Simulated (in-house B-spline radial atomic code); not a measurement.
LDA VWN5 excitations of As5+

Method: LDA VWN5. Computed with an all-electron radial atomic-structure program (B-spline basis): linear response of the closed shell [Ar] 3d10 with the functional's adiabatic kernel; scalar-relativistic (spin-free one-electron X2C), finite nucleus, no spin-orbit coupling, no double excitations, S, P, D and F terms only. Only terms of natural parity with L up to 3 were computed.

Command:
```bash
python run_td.py task.json out
```
Settings (radii: box in bohr, nucleus in fm):
```
Z                        33
electrons                28
configuration            [Ar] 3d10
hamiltonian              x2c
method                   lda,vwn
box_radius               16.35
rms_radius               4.0968
intervals                71
```

Time taken, with all properties: 1.2 s on 1 thread of Arm Neoverse N1 (shared host).

The lowest states, in the order of their Tamm-Dancoff energies; the method's threshold (minus the highest occupied level) is 107.56 eV. Labels give the largest channel, * marks a mixed state, and oscillator strengths are full-response dipole values. Semilocal kernels can invert the small singlet-triplet splittings of Rydberg terms. Energies in eV:

```tsv
state	full response	Tamm-Dancoff	oscillator strength
3d → 4s 3D	37.14	37.15	-
3d → 4s 1D	37.79	37.80	-
3d → 4p 3P	?	?	-
3d → 4p 3F	?	?	-
3d → 4p 1F	50.97	50.97	-
3d → 4p 1P	52.01	52.10	0.562
3d → 4d 3S	69.38	69.41	-
3d → 4d 3D	70.21	70.22	-
3d → 4d 1D	70.73	70.75	-
3d → 5s 3D	75.46	75.47	-
```

(1) Where does 3d → 4p 3F lie?

(2) Where does 3d → 4p 3P lie?

(3) How large is the singlet-triplet splitting of 3d → 4s (D terms) in Tamm-Dancoff?

(4) What polarisabilities and dispersion coefficient does the method give?

Answers

(1) At 50.59 eV in full response, 50.60 eV in Tamm-Dancoff.

(2) At 50.33 eV in full response, 50.35 eV in Tamm-Dancoff.

(3) 0.654 eV, from the unrounded values.

(4) Dipole 0.5643 bohr³, quadrupole 0.6644 bohr⁵, C6 0.9404 hartree·bohr⁶ for two such species.
